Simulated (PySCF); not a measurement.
C6H8, SMILES C#C[C@H](C)C=C. Atoms are numbered in the order given.

```xyz
14

C     -1.6471     1.9054     0.1456
C     -0.9404     0.9561    -0.1118
C     -0.0937    -0.2040    -0.4002
C     -0.9152    -1.5008    -0.3922
C      1.0508    -0.2766     0.5799
C      2.3388    -0.2680     0.2416
H     -2.2698     2.7516     0.3687
H      0.3307    -0.0655    -1.4106
H     -1.3407    -1.6839     0.6060
H     -0.2751    -2.3543    -0.6587
H     -1.7461    -1.4410    -1.1098
H      0.7607    -0.3541     1.6349
H      2.6549    -0.1838    -0.8033
H      3.1265    -0.3417     0.9957
```
Charge 0, spin multiplicity 1.

Geometry: PBE0-D3(BJ)/def2-SVP. The structure was generated by enumeration; whether it is a known compound was not checked. One conformer was computed; it need not be the lowest.

These are PBE/pcSseg-1 in PySCF values and carry that method's errors.

GIAO shieldings, no solvent; atoms alike by connectivity are averaged. δ = σ(ref) − σ: ¹³C against TMS (σ = 182.0 ppm); ¹H against TMS (σ = 31.49 ppm), references at their B3LYP-D3(BJ)/def2-TZVP geometries, non-relativistic.

Computed chemical shifts:
```json
[
 {"nucleus": "¹³C", "atoms": "C5", "count": "1", "δ (ppm)": "150.9"},
 {"nucleus": "¹³C", "atoms": "C6", "count": "1", "δ (ppm)": "122.1"},
 {"nucleus": "¹³C", "atoms": "C2", "count": "1", "δ (ppm)": "90.2"},
 {"nucleus": "¹³C", "atoms": "C1", "count": "1", "δ (ppm)": "74.8"},
 {"nucleus": "¹³C", "atoms": "C3", "count": "1", "δ (ppm)": "39.3"},
 {"nucleus": "¹³C", "atoms": "C4", "count": "1", "δ (ppm)": "26.8"},
 {"nucleus": "¹H", "atoms": "H12", "count": "1", "δ (ppm)": "6.17"},
 {"nucleus": "¹H", "atoms": "H13, H14", "count": "2", "δ (ppm)": "5.50"},
 {"nucleus": "¹H", "atoms": "H8", "count": "1", "δ (ppm)": "3.24"},
 {"nucleus": "¹H", "atoms": "H7", "count": "1", "δ (ppm)": "2.14"},
 {"nucleus": "¹H", "atoms": "H9, H10, H11", "count": "3", "δ (ppm)": "1.51"}
]
```
